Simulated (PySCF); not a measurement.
**How methods differ on the ionisation energy of As¹⁸⁺**

As¹⁸⁺ [Ne] 3s2 3p3 [3p1/2^2 3p3/2^1, M_J = 3/2] → As¹⁹⁺ [Ne] 3s2 3p2 [3p1/2^2, M_J = 0], as a difference of total energies. Calculation: PySCF 2.14, in an uncontracted even-tempered set (19 s from 1.9 bohr⁻², ratio 2.4; 13 p from 2.4 bohr⁻², ratio 2.4; 5 d from 10 bohr⁻², ratio 2.6; 4 f from 16 bohr⁻², ratio 2.6); the two-component X2C-1e Hamiltonian. Correlated levels: 1s2 frozen; the 50 highest virtual spinors dropped. "Screened" scales the spin-orbit matrix elements by Boettger's factors to mimic the two-electron term; Breit and QED terms are absent.

| method | ionisation energy (eV) |
| --- | --- |
| GHF (spin-free) | 726.68 |
| GMP2 (spin-free) | 727.15 |
| GHF (screened spin-orbit) | 722.75 |
| GMP2 (screened spin-orbit) | 722.85 |

Breit and QED terms and the two-electron picture change are absent.

The spin-free rows relax to the high-spin LS determinant and lack the spin-orbit shift.

The labels give the starting determinants; with spin-orbit coupling the two ends relaxed to ⟨J²⟩ = 3.76, ⟨L²⟩ = 0.30, ⟨S²⟩ = 3.36 and ⟨J²⟩ = 0.41, ⟨L²⟩ = 1.59, ⟨S²⟩ = 1.58.

The determinant of As¹⁹⁺ mixes levels of different J (the jj label is only the starting occupation), so the difference between spin-free and spin-orbit rows is not the physical spin-orbit shift.

For comparison: 728.9 ± 2.2 eV (semi-empirical (NIST evaluation); NIST Atomic Spectra Database, ionization energies).
